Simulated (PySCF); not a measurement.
# Extrapolating along a basis family

System: H$_{3}$BS, singlet, geometry from GFN2-xTB. Level: DF-B3LYP/cc-pV(D+d)Z (PySCF). Sums are taken with unrounded values, so a last digit can differ.

PySCF was given this input:
```python
from pyscf import gto, scf, dft

mol = gto.Mole()
mol.atom = '''
    B    -0.764059   -0.919052    0.151780
    H    -0.350209   -1.950626    0.505845
    H    -1.894936   -0.733619   -0.064508
    S     0.404248    0.370487   -0.047280
    H    -0.402527    1.351719   -0.443755
'''
mol.basis = 'cc-pv(d+d)z'
mol.charge = 0
mol.spin = 0
mol.verbose = 4
mol.max_memory = 1800
mol.build()

mf = dft.RKS(mol)
mf.xc = 'b3lyp'
mf = mf.density_fit(auxbasis='def2-universal-jkfit')
mf.kernel()
```

The same job in three bases:

```csv
basis,X,SCF energy (Eh)
cc-pV(D+d)Z,2,-424.879376
cc-pV(T+d)Z,3,-424.907698
cc-pV(Q+d)Z,4,-424.913522
```

Problem. Estimate the basis-set limit.

Solution. For E(X) = E∞ + A exp(-bX) three points give E∞ = E3 - (E3 - E2)²/(E1 + E3 - 2 E2) = -424.913522 - (-0.005824)²/(0.022498) = -424.91503 Eh, so the largest basis still lies 1.5 mEh above this estimate. The second step gains 0.21 of the first. The exponential form is used since the steps shrink steadily here. These limits are estimates from the fitted forms, not computed values.
